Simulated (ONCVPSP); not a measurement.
Before and after: ONCV potential for S (Z = 16)

- Element: S (Z = 16)
- Generator: ONCVPSP 4.0.1
- Type: optimised norm-conserving Vanderbilt (ONCV)
- Functional: PBE
- Relativity: fully relativistic
- Frozen core: [Ne]
- Valence charge: 6
- Reference configuration: 3s2 3p4
- Partial waves: 3s: rc 1.30 bohr, ncon 5, nbas 9, qcut 6 1/bohr, 1 projector; 3p: rc 1.40 bohr, ncon 4, nbas 7, qcut 4.8 1/bohr, 2 projectors, debl 2.7 Ha; d scattering state at 0.02 Ha: rc 1.05 bohr, ncon 4, nbas 9, qcut 10.7 1/bohr, 2 projectors, debl 2.3 Ha
- Local potential: polynomial inside 0.95 bohr (lpopt 1, dvloc0 1 Ha)
- Core correction: none

Open shells are filled in proportion to 2j + 1.

All-electron outer shells of the reference configuration (PBE, scalar-relativistic, ld1.x):

```
shell  level (eV)  outermost node (bohr)  outermost maximum (bohr)
   2s     -211.71                   0.13                      0.39
   2p     -156.51                      –                      0.33
   3s      -17.26                   0.60                      1.40
   3p       -7.01                   0.58                      1.61
```

Change: s: rc 1.72.

Cutoffs: the cutoffs (Ha) at which the residual kinetic energy of the hardest occupied pseudo-wave falls to 1 and 0.1 mHa per electron; they do not see the model core or the augmentation charge, which bear on the density cutoff. Errors are all-electron minus pseudo energies relative to the spin-unpolarised reference configuration.

Problem. Predict the effect on cutoff, ghosts and configuration errors.

Solution. The potential gets softer (14 Ha and 116 Ha → 13 Ha and 21 Ha); of the 4 tests that both files solve, the error grows in 1 and shrinks in 0 by more than 15 % and 0.3 meV (median size 10.1 → 8.9 meV); neither file shows a bound ghost. A larger radius leaves more room for a smooth pseudo-wave, so fewer plane waves are needed.

| quantity | base | changed |
| --- | --- | --- |
| cutoff, loose | 14 Ha | 13 Ha |
| cutoff, tight | 116 Ha | 21 Ha |
| loose cutoff by channel | s 14 Ha, p 6.1 Ha | s 13 Ha, p 6.1 Ha |
| bound ghosts | none | none |
| GHOST(+) flags under 300 eV | s at 44.2 eV | s at 51.0 eV |
| error for 3s2 3p3, meV [ΔE 11.77 eV] | +2.1 | +1.8 |
| error for 3s2 3p2, meV [ΔE 34.05 eV] | +18 | +16 |
| error for 3s2 3p1, meV [ΔE 68.09 eV] | +77 | +68 |
| error for 3s1 3p5, meV [ΔE 10.31 eV] | +0.2 | +1.6 |
| p3/2: phases at 1.42 bohr within 0.05 rad from the reference energy up to (Ha; the scan ends near 5) | to the end of the scan | to the end of the scan |
| p1/2: phases at 1.42 bohr within 0.05 rad from the reference energy up to (Ha; the scan ends near 5) | to the end of the scan | to the end of the scan |
| d5/2: phases at 1.07 bohr within 0.05 rad from the reference energy up to (Ha; the scan ends near 5) | to the end of the scan | to the end of the scan |
| d3/2: phases at 1.07 bohr within 0.05 rad from the reference energy up to (Ha; the scan ends near 5) | to the end of the scan | to the end of the scan |

Base: The cutoffs count occupied waves only; projector 2 of the p channel, the hardest unoccupied one, needs 53 Ha at the loose tolerance. Changed file: The cutoffs count occupied waves only; projector 2 of the p channel, the hardest unoccupied one, needs 53 Ha at the loose tolerance.
